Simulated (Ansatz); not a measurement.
Calculated with Ansatz (gas phase, PBE0-D4/def2-TZVP geometries, no zero-point term in ΔE). CCSD(T)/CBS is the MP2 limit (def2-TZVPP, def2-QZVPP) plus CCSD(T) − MP2 in def2-TZVPP, frozen cores. For Ge outer-core shells are correlated without core-valence functions, which leaves a few kJ/mol of doubt a bond. Scalar relativity is left out up to krypton. Each species was taken in one conformer, which may not be the lowest.

Consider the redistribution: `[OH][Ge]([Cl])([Cl])[Cl]` + `FBO[SiH3]` → `[Cl][GeH]([Cl])[Cl]` + `O[SiH2]OBF`.

```tsv
level	ΔE (kcal/mol)
CCSD/def2-SVP	-14.0
CCSD/def2-TZVPP	-17.3
```

**Question.** What does CCSD(T)/CBS give? (An estimate is asked.)

**Answer.** Ansatz gave: -18.0 kcal/mol. The listed levels differ from it by 4.0, 0.7 kcal/mol.

Largest T1 diagnostic among the species: 0.013.

From BLYP to BHLYP (50 % exact exchange), in def2-TZVPP and without D4, ΔE moves by −1.4 kcal/mol. At CCSD(T), def2-SVP lies +4.5 kcal/mol from the extrapolated value and def2-TZVPP +1.2 kcal/mol. In def2-TZVPP, CCSD(T) changes the Hartree–Fock value by +2.1 kcal/mol (the triples alone add +0.6 kcal/mol) and MP2 by +1.9 kcal/mol.
